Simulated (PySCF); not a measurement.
Compound: C5H9NO2 (charge +1 and doublet state).
Structure used (GFN2-xTB), in Å, numbered top down from 1:
```
atom  x, y, z in Å
C1     2.557   -0.204   -0.411
N2     1.134   -0.330   -0.532
C3     0.381   -0.589    0.532
O4     0.745   -1.002    1.603
C5    -1.160   -0.308    0.420
C6    -1.424    1.136    0.840
C7    -1.694   -0.497   -0.979
O8    -1.127   -0.281   -1.999
H9     2.877   -0.733    0.491
H10    3.028   -0.614   -1.306
H11    2.874    0.840   -0.318
H12    0.700   -0.076   -1.420
H13   -1.651   -0.985    1.125
H14   -0.989    1.850    0.144
H15   -1.008    1.302    1.835
H16   -2.495    1.322    0.919
H17   -2.754   -0.819   -0.952
```

The hyperfine couplings belong to this conformer and change with its torsions.

The species is `N(C)C([C@H](C=O)C)=[O+]` [radical] (charge +1).

Method used: UKS B3LYP, pcH-1 on C H N O, non-relativistic, mean-field spin-orbit, GIAO in PySCF 2.14.0. The structure is a single GFN2-xTB conformer in the gas phase; no vibrational or solvent corrections. A GFN2-xTB geometry isn't a minimum of the functional, and hyperfine couplings can be far from their values at a DFT geometry, by a factor of two or more for some ions and for spin on atoms past the first row. The frame is twisted about the N2–C3 bond at this geometry (dihedral H12–N2–C3–C5 = -8°); couplings at other torsion angles weren't computed. No stability test was run, so a lower SCF solution isn't excluded.

Task: The isotropic 17O couplings are -29.3, -11.8 MHz. Assign them to O4; O8.

Result: 
| site | a_iso (MHz) | ρ(0) (bohr⁻³) | position | distance from O4 (Å) | spin population | largest \|T\| (MHz) |
| --- | --- | --- | --- | --- | --- | --- |
| O4 | -29.3 | +0.0484 | largest spin population | 0.00 | +0.50 | 156.9 |
| O8 | -11.8 | +0.0195 | 4 bonds from O4 | 4.12 | +0.16 | 52.0 |

Task: Match the computed a_iso(1H) values +151.7, +27.3, +17.9, -15.2, -13.1 MHz (means over equivalent nuclei) with the sites H9/H10/H11; H12; H13; H14/H15/H16; H17.

Result: 
```csv
site,a_iso (MHz),ρ(0) (bohr⁻³),position,distance from O4 (Å),bound to,spin population there,largest |T| (MHz)
H9/H10/H11,+27.3,+0.0061,4 bonds from O4,3.18,C1,+0.02,5.5
H12,-15.2,-0.0034,"3 bonds from O4, on N2 of spin population +0.15",3.16,N2,+0.15,14.9
H13,-13.1,-0.0029,"3 bonds from O4, on C5 of spin population +0.13",2.44,C5,+0.13,9.6
H14/H15/H16,+17.9,+0.0040,4 bonds from O4,3.53,C6,0.00,3.1
H17,+151.7,+0.0339,4 bonds from O4,4.34,C7,-0.01,6.7
```

ρ(0) is the spin density at the nucleus and T the dipolar tensor; entries for several nuclei are means. The largest Mulliken spin populations are on O4 (+0.50), O8 (+0.16), N2 (+0.15) and C5 (+0.13).

Examples of negative spin density at the nucleus (bohr⁻³): C3 (-0.0267), C7 (-0.0170) and C5 (-0.0070).

Class means assume fast exchange of nuclei equivalent by connectivity; if that motion is slow, each nucleus keeps its own coupling. The three 1H nuclei of mean +17.9 MHz run from -0.3 to 28.7 MHz in the frozen geometry. The three 1H nuclei of mean +27.3 MHz run from 20.2 to 39.6 MHz in the frozen geometry.

The SMILES `CNC(=[O+])[C@@H](C)C=O` draws the unpaired electron on O4, whose computed spin population is only +0.50.

On one thread of an Arm Neoverse V2, no GPU, shared host, this took 93 s wall (with the writing of density and orbital grids) and 1.1 GiB of memory at its peak.
